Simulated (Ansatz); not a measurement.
Cost and result up the ladder for `C=CCCCCCCCCCC=C` (37 atoms). The state is a singlet with charge 0. Geometry: r2SCAN-D4/def2-SVP.

Cartesian coordinates in Å:
```
C 5.6109 3.1334 1.0179
C 5.2206 2.1764 0.1676
C 3.8473 1.5830 0.0552
C 2.7906 2.1643 0.9889
C 1.3912 1.5809 0.7850
C 1.2718 0.0919 1.1148
C -0.1610 -0.4433 1.0932
C -0.8369 -0.3951 -0.2760
C -2.2320 -1.0144 -0.2817
C -2.9117 -0.9638 -1.6469
C -4.3289 -1.5556 -1.6561
C -4.3630 -3.0236 -1.3592
C -5.0199 -3.5955 -0.3433
H 6.6419 3.4988 1.0196
H 4.9258 3.5872 1.7410
H 5.9641 1.7620 -0.5278
H 3.9357 0.4904 0.2106
H 3.5066 1.6825 -0.9952
H 2.7496 3.2583 0.8417
H 3.1042 2.0087 2.0383
H 0.6770 2.1397 1.4180
H 1.0755 1.7634 -0.2589
H 1.8843 -0.5021 0.4112
H 1.7070 -0.0833 2.1164
H -0.7743 0.1217 1.8215
H -0.1600 -1.4895 1.4503
H -0.9059 0.6507 -0.6280
H -0.1997 -0.9194 -1.0148
H -2.8679 -0.4930 0.4598
H -2.1729 -2.0631 0.0638
H -2.9601 0.0842 -1.9943
H -2.2875 -1.4987 -2.3883
H -4.7742 -1.3811 -2.6539
H -4.9636 -1.0194 -0.9282
H -3.7827 -3.6630 -2.0416
H -4.9904 -4.6768 -0.1802
H -5.6113 -2.9968 0.3594
```

Ansatz on 4 threads of Arm Neoverse V1 on a shared host. Times are rough, and most runs start from the orbitals of an earlier one. PBE0-D4/def2-TZVP serves as the yardstick here, not as an exact answer. Differences are given only for rows in sets of like size (and for xTB, whose basis is part of the method), since another set adds its own error. Binding counts from free atoms at the same level (C triplet, H doublet; other spins of the atoms weren't run), without zero-point energy or a counterpoise term.

Correlated methods freeze 13 core orbitals. The rows differ in basis, and correlated rows in double-zeta sets carry the largest basis error.

Correlated methods converge slowly with the basis, most of all in double-zeta sets.

| level | functions | wall time | binding energy per atom (eV) | difference from PBE0-D4/def2-TZVP (eV) |
| --- | --- | --- | --- | --- |
| HF/STO-3G | 89 | 0.95 s | 4.00 | – |
| PBE-D4/def2-SVP | 302 | 6.5 s | 4.41 | – |
| PBE0-D4/def2-SVP | 302 | 14 s | 4.37 | – |
| MP2/def2-SVP | 302 | 16 s | 4.17 | – |
| PBE-D4/def2-TZVP (with forces) | 547 | 18 s | 4.37 | 0.05 |
| r2SCAN-D4/def2-TZVP (with forces) | 547 | 30 s | 4.29 | -0.03 |
| PBE0-D4/def2-TZVP | 547 | 34 s | 4.32 | 0.00 |
